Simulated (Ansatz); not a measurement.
Born–Oppenheimer molecular dynamics of C2H5ClSSi (10 atoms, charge 0, multiplicity 1). It starts at the highest image of a converged band, a first-order saddle point between two minima.

The calculation used Ansatz 0.2.0, RKS PBE0-D4/def2-SVP.

- ensemble: NVE (velocity Verlet)
- time step: 0.5 fs
- steps asked: 200
- starting velocities drawn for: 100 K
- seed: 3664

Frames 0.5 fs apart, positions in Å.

Velocities at 25.0 fs (Å/ps):

```
C -0.71 0.95 0.81
C 0.58 1.31 1.06
Cl -0.29 0.10 -0.56
Si 3.64 0.46 0.55
S -0.56 0.40 -0.29
H -1.55 -12.78 13.77
H -13.10 -4.56 -3.09
H -52.85 -16.31 -10.01
H -7.30 -20.37 -6.29
H 3.19 -1.93 -3.17
```

```xyz
10
Properties=species:S:1:pos:R:3 time_fs=25.0 energy_less_start_eV=-0.143 T=239
C -1.641 0.790 0.384
C -0.420 0.711 -0.190
Cl 0.536 2.131 -0.452
Si 0.167 -0.933 -0.888
S 2.223 -1.053 0.384
H -2.048 1.715 0.817
H -2.193 -0.137 0.540
H 0.694 -2.082 0.069
H 0.809 -0.682 -2.213
H 1.542 -0.690 1.489
10
Properties=species:S:1:pos:R:3 time_fs=25.5 energy_less_start_eV=-0.179 T=273
C -1.641 0.791 0.384
C -0.420 0.711 -0.189
Cl 0.536 2.131 -0.452
Si 0.169 -0.933 -0.888
S 2.222 -1.053 0.383
H -2.049 1.709 0.824
H -2.200 -0.139 0.539
H 0.666 -2.090 0.063
H 0.805 -0.693 -2.216
H 1.543 -0.691 1.488
10
Properties=species:S:1:pos:R:3 time_fs=26.0 energy_less_start_eV=-0.220 T=314
C -1.642 0.791 0.385
C -0.420 0.712 -0.189
Cl 0.536 2.131 -0.452
Si 0.171 -0.933 -0.887
S 2.222 -1.053 0.383
H -2.050 1.702 0.830
H -2.207 -0.141 0.537
H 0.636 -2.098 0.056
H 0.801 -0.704 -2.220
H 1.545 -0.692 1.486
10
Properties=species:S:1:pos:R:3 time_fs=26.5 energy_less_start_eV=-0.268 T=360
C -1.642 0.791 0.385
C -0.420 0.713 -0.188
Cl 0.536 2.131 -0.452
Si 0.173 -0.932 -0.887
S 2.222 -1.053 0.383
H -2.050 1.696 0.836
H -2.214 -0.143 0.535
H 0.604 -2.106 0.047
H 0.797 -0.715 -2.223
H 1.546 -0.693 1.486
10
Properties=species:S:1:pos:R:3 time_fs=27.0 energy_less_start_eV=-0.325 T=415
C -1.641 0.792 0.386
C -0.421 0.713 -0.188
Cl 0.536 2.131 -0.453
Si 0.176 -0.932 -0.886
S 2.222 -1.052 0.383
H -2.051 1.690 0.841
H -2.221 -0.143 0.532
H 0.569 -2.114 0.037
H 0.792 -0.728 -2.227
H 1.547 -0.694 1.486
10
Properties=species:S:1:pos:R:3 time_fs=27.5 energy_less_start_eV=-0.392 T=479
C -1.641 0.792 0.386
C -0.422 0.714 -0.187
Cl 0.536 2.131 -0.453
Si 0.178 -0.932 -0.886
S 2.221 -1.052 0.382
H -2.052 1.686 0.847
H -2.227 -0.143 0.530
H 0.530 -2.123 0.025
H 0.787 -0.741 -2.231
H 1.548 -0.695 1.486
10
Properties=species:S:1:pos:R:3 time_fs=28.0 energy_less_start_eV=-0.469 T=555
C -1.641 0.792 0.387
C -0.423 0.714 -0.187
Cl 0.536 2.131 -0.453
Si 0.181 -0.931 -0.885
S 2.221 -1.052 0.382
H -2.053 1.682 0.852
H -2.233 -0.141 0.526
H 0.489 -2.131 0.012
H 0.781 -0.754 -2.236
H 1.548 -0.696 1.487
10
Properties=species:S:1:pos:R:3 time_fs=28.5 energy_less_start_eV=-0.559 T=642
C -1.641 0.792 0.388
C -0.425 0.715 -0.187
Cl 0.535 2.131 -0.453
Si 0.184 -0.931 -0.884
S 2.221 -1.051 0.382
H -2.054 1.679 0.857
H -2.237 -0.139 0.523
H 0.444 -2.140 -0.003
H 0.775 -0.769 -2.240
H 1.549 -0.697 1.489
10
Properties=species:S:1:pos:R:3 time_fs=29.0 energy_less_start_eV=-0.661 T=740
C -1.640 0.791 0.389
C -0.426 0.715 -0.186
Cl 0.535 2.131 -0.454
Si 0.187 -0.931 -0.883
S 2.221 -1.051 0.381
H -2.055 1.677 0.862
H -2.241 -0.135 0.519
H 0.396 -2.150 -0.019
H 0.768 -0.784 -2.245
H 1.548 -0.698 1.491
10
Properties=species:S:1:pos:R:3 time_fs=29.5 energy_less_start_eV=-0.774 T=850
C -1.640 0.790 0.390
C -0.428 0.716 -0.186
Cl 0.535 2.131 -0.454
Si 0.190 -0.930 -0.882
S 2.221 -1.050 0.381
H -2.056 1.676 0.867
H -2.244 -0.130 0.514
H 0.344 -2.160 -0.036
H 0.761 -0.799 -2.251
H 1.548 -0.699 1.493
10
Properties=species:S:1:pos:R:3 time_fs=30.0 energy_less_start_eV=-0.898 T=969
C -1.639 0.790 0.390
C -0.431 0.716 -0.186
Cl 0.535 2.131 -0.454
Si 0.194 -0.930 -0.880
S 2.220 -1.050 0.380
H -2.057 1.676 0.872
H -2.247 -0.124 0.510
H 0.289 -2.171 -0.055
H 0.752 -0.816 -2.256
H 1.547 -0.700 1.496
10
Properties=species:S:1:pos:R:3 time_fs=30.5 energy_less_start_eV=-1.030 T=1097
C -1.639 0.789 0.392
C -0.433 0.716 -0.186
Cl 0.535 2.131 -0.454
Si 0.197 -0.929 -0.879
S 2.220 -1.049 0.380
H -2.057 1.677 0.876
H -2.248 -0.118 0.505
H 0.230 -2.182 -0.075
H 0.743 -0.833 -2.261
H 1.547 -0.702 1.499
```

Of the whole run (100 fs, mean temperature of the second half 1219 K): The conserved energy stayed within 0.36 meV per atom of its start (net change -0.062 meV per atom), so the integration is sound. The system heated up, since it started high on the potential surface and ran downhill. A run of 0.1 ps of so small a system gives no equilibrium averages. The orbitals stay closed-shell, which can raise the energy where a bond breaks towards radicals; this wasn't checked here.

The run took 8.3 min on 2 threads of Arm Neoverse V2, with other jobs on the host, peak memory 0.24 GiB.
